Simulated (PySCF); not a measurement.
Geometries of 3 isomers of C3H3BF2, from PBE0-D3(BJ)/def2-SVP geometry optimisation, gas phase (PySCF). One conformer each, no zero-point energy, no frequencies.

Question: Which is lowest in electronic energy at this level?
A.
```xyz
9
angstrom
F      2.343   -1.231   -0.241
B      1.432   -0.355    0.148
F      1.864    0.657    0.885
C     -0.059   -0.504   -0.237
C     -0.926    0.742   -0.391
C     -1.138    0.062    0.680
H     -0.317   -1.384   -0.849
H     -1.126    1.581   -1.051
H     -1.664   -0.121    1.612
```
B.
```xyz
9
angstrom
C     -1.559    0.153    0.119
C     -0.111    0.121    0.141
C      1.106    0.092    0.158
B      2.623    0.054    0.157
F      3.279   -0.953   -0.387
F      3.345    1.023    0.688
H     -1.974   -0.757    0.580
H     -1.948    1.026    0.664
H     -1.928    0.201   -0.917
```
C.
```xyz
9
angstrom
F      2.415    0.808   -0.240
B      1.697   -0.284   -0.031
C      0.175   -0.181    0.015
C     -1.025   -0.670    0.141
F     -1.761   -1.722    0.330
C     -1.073    0.764   -0.078
H      2.283   -1.330    0.119
H     -1.287    1.446    0.759
H     -1.367    1.164   -1.061
```

Answer: B. That is `CC#CB(F)F`, 24.7 kcal/mol below the next.

| SMILES | atoms numbered as above | E (Eh) | relative (kcal/mol) | relative (kJ/mol) | dipole (D) |
| --- | --- | --- | --- | --- | --- |
| CC#CB(F)F | [CH3:1][C:2]#[C:3][B:4]([F:5])[F:6] | -340.11848 | 0.0 | 0.0 | 3.15 |
| FB(F)C1C=C1 | [F:1][B:2]([F:3])[CH:4]1[CH:5]=[CH:6]1 | -340.07919 | 24.7 | 103.2 | 2.23 |
| FBC1=C(F)C1 | [F:1][BH:2][C:3]1=[C:4]([F:5])[CH2:6]1 | -340.00023 | 74.2 | 310.5 | 1.08 |

As drawn, the lowest has a C≡C bond, which the highest lacks; the highest has a three-membered ring and a C=C bond outside aromatic rings, which the lowest lacks.
